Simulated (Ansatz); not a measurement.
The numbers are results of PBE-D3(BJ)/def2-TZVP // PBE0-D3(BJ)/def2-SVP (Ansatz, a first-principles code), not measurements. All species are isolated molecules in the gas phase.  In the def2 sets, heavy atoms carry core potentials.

Reference species (SMILES): `C[CH2][Sn]([Cl])([Cl])[Cl]` (neutral, multiplicity 1).

The LUMO is -3.09 eV and the HOMO–LUMO gap is 4.42 eV. The vertical ionisation energy (Delta-SCF) is 9.95 eV and the dipole moment is 3.87 D.

After one change: the LUMO falls by 0.06 eV; the HOMO–LUMO gap rises by 0.17 eV; the vertical ionisation energy (Delta-SCF) rises by 0.38 eV; the dipole moment falls by 0.46 D.

### Question
Name the change that produced these shifts. The new species is one of these.
(A) `C[C](C)(C)[Sn]([Cl])([Cl])[Cl]`
(B) `F[C](F)(F)[Sn]([Cl])([Cl])[Cl]`
(C) `[CH3][Sn]([Cl])([Cl])[Cl]`
(D) `FC(F)(F)[CH2][Sn]([Cl])([Cl])[Cl]`

### Answer
C, `[CH3][Sn]([Cl])([Cl])[Cl]`
